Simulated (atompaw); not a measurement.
## Scattering properties, PAW (atompaw) potential for W (Z = 74)

```json
{
  "Element": "tungsten",
  "Generator": "atompaw 4.2.0.5",
  "Type": "PAW",
  "Functional": "PBE",
  "Relativity": "scalar-relativistic",
  "Frozen core": "[Kr] 4d10 4f14",
  "Valence charge": "14",
  "Reference configuration": "5s2 5p6 5d4 6s1 6p1",
  "Partial waves": "5s (bound): rc 1.35 bohr; 6s (bound): rc 2.05 bohr; 5p (bound): rc 2.05 bohr; 6p (bound): rc 2.05 bohr; 5d (bound): rc 1.55 bohr; 5d channel at -0.05 Ry: rc 2.05 bohr",
  "Local potential": "bessel scheme, radius 2.00 bohr",
  "Core correction": "smooth core density matched at 1.32 bohr",
  "Augmentation charge": "sinc compensation charge, radius 1.75 bohr; PAW radius 2.05 bohr; waves and projectors: custom polynom2 7 10 vanderbiltortho"
}
```

The phase is arctan(r·u′/u) with u = r·R(r), unwrapped; energies in Ry, scanned from -8 to 5 Ry. A pole is an energy at which the radial function vanishes at the test radius. The pseudo phase is shifted by a multiple of π to meet the all-electron one at the reference energy, and phase errors are pseudo minus all-electron; the curves can meet again beyond the range given. Levels narrower than the energy grid can be missing from the lists of poles.

| channel | radius (bohr) | reference energy (Ry) | poles, all-electron | poles, pseudo | unbroken range about the reference energy with phases within 0.05 rad | phase error 1 Ry above the reference energy (rad) |
| --- | --- | --- | --- | --- | --- | --- |
| s | 2.05 | -0.50 | -5.71 | -5.71 | the whole range | -0.005 |
| p | 2.05 | -0.16 | -2.74 | -2.74 | the whole range | +0.000 |
| d | 2.05 | -0.43 | 1.34 | 1.34 | the whole range | +0.000 |

Phases in the p channel:

```tsv
E (Ry)	all-electron	pseudo
-8.00	1.369	1.369
-7.76	1.364	1.364
-7.52	1.358	1.359
-7.28	1.352	1.353
-7.04	1.346	1.346
-6.80	1.339	1.339
-6.56	1.331	1.331
-6.32	1.321	1.322
-6.08	1.311	1.311
-5.84	1.298	1.298
-5.60	1.283	1.283
-5.36	1.264	1.265
-5.12	1.241	1.241
-4.88	1.209	1.210
-4.64	1.164	1.165
-4.40	1.094	1.094
-4.16	0.968	0.969
-3.92	0.684	0.685
-3.68	-0.092	-0.091
-3.44	-0.997	-0.997
-3.20	-1.347	-1.347
-2.96	-1.495	-1.495
-2.72	-1.575	-1.575
-2.48	-1.627	-1.627
-2.24	-1.665	-1.665
-2.00	-1.695	-1.695
-1.76	-1.720	-1.720
-1.52	-1.742	-1.742
-1.28	-1.763	-1.763
-1.04	-1.784	-1.784
-0.80	-1.804	-1.804
-0.56	-1.825	-1.825
-0.32	-1.847	-1.847
-0.08	-1.872	-1.872
0.16	-1.898	-1.898
0.40	-1.929	-1.929
0.64	-1.964	-1.964
0.88	-2.006	-2.005
1.12	-2.056	-2.055
1.36	-2.118	-2.117
1.60	-2.196	-2.195
1.84	-2.298	-2.296
2.08	-2.433	-2.430
2.32	-2.615	-2.610
2.56	-2.851	-2.844
2.80	-3.137	-3.127
3.04	-3.435	-3.424
3.28	-3.699	-3.689
3.52	-3.908	-3.898
3.76	-4.064	-4.056
4.00	-4.181	-4.174
4.24	-4.269	-4.264
4.48	-4.338	-4.333
4.72	-4.392	-4.388
4.96	-4.436	-4.433
```
